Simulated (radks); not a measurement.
The numbers below are computed, except where a source is named.
Kinetic energies: the exact non-interacting value of the Kohn-Sham orbitals and orbital-free approximations, as 100 (|E| - |E exact|)/|E exact|, negative where the magnitude is too small. Species: O4+ [He] 2s2; Sb4+ [Kr] 4d10 5s1; Tl2+ [Xe] 4f14 5d10 6s1; Be [He] 2s2; In3+ [Kr] 4d10. Code: a radial shooting solver on a logarithmic mesh with Libxc functionals. Model: non-relativistic Kohn-Sham, PBE, spin-polarised, spherical densities, point nucleus. Every spin shell is full or empty, so the densities are truly spherical. Functionals are evaluated on that one density, not self-consistently.

functional           O4+     Sb4+     Tl2+       Be     In3+
exact (hartree)  68.2089  6309.72  18960.3  14.5583  5737.96
Thomas-Fermi      -10.68    -5.26    -4.60   -10.21    -5.32
von Weizsacker    -10.66   -58.68   -64.74    -6.46   -58.15
TF + vW/9          -0.75    -0.67    -0.68    +0.18    -0.67
TF + vW/5          +7.19    +3.00    +2.45    +8.49    +3.05
LC94               -0.72    +0.07    +0.02    +0.14    +0.08
APBEK              -0.69    +0.13    +0.05    +0.14    +0.13
Perdew 92          -0.73    -0.66    -0.67    +0.20    -0.66
Thakkar            -0.53    -0.57    -0.78    +0.38    -0.56
Pearson            -4.82    -0.91    -0.83    -4.16    -0.92
LKT               +50.60   +19.07   +15.84   +54.36   +19.36
Ernzerhof          +1.20    -0.39    -0.47    +2.29    -0.38
